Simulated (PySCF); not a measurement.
Input for PySCF: U-HF/LANL2DZ on FGaH2 (SMILES [F][GaH2]), a point of a bond scan (R = 1.867 Å).

```python
from pyscf import gto, scf, dft, mp
from pyscf.data.elements import chemcore

mol = gto.M(
    atom='''
    Ga   -0.15314797   -0.29827289    0.09911006
    H     0.77915309   -1.20974593    1.43603486
    H    -1.47626948   -0.60250567   -0.66151679
    F     0.62223187    1.21186655   -0.40267879
    ''',
    basis='lanl2dz',
    ecp={'Ga': 'lanl2dz'},
    charge=0, spin=0, verbose=3, max_memory=1800)
mf = scf.UHF(mol)
mf.conv_tol = 1e-8
mf.max_cycle = 100
mf.init_guess_breaksym = True
mf.kernel()
if not mf.converged:
    mf = mf.newton().run(mf.mo_coeff, mf.mo_occ)
for _ in range(4):
    mo, _, stable, _ = mf.stability(return_status=True)
    if stable:
        break
    mf.kernel(mf.make_rdm1(mo, mf.mo_occ))
```

Output:

```
converged SCF energy = -102.59000550225  <S^2> = 7.0950398e-08  2S+1 = 1.0000001
<class 'pyscf.scf.uhf.UHF'> wavefunction is stable in the internal stability analysis
```

The calculation finished and met its thresholds.

Cost: about 0.3 core-seconds (a rough figure).
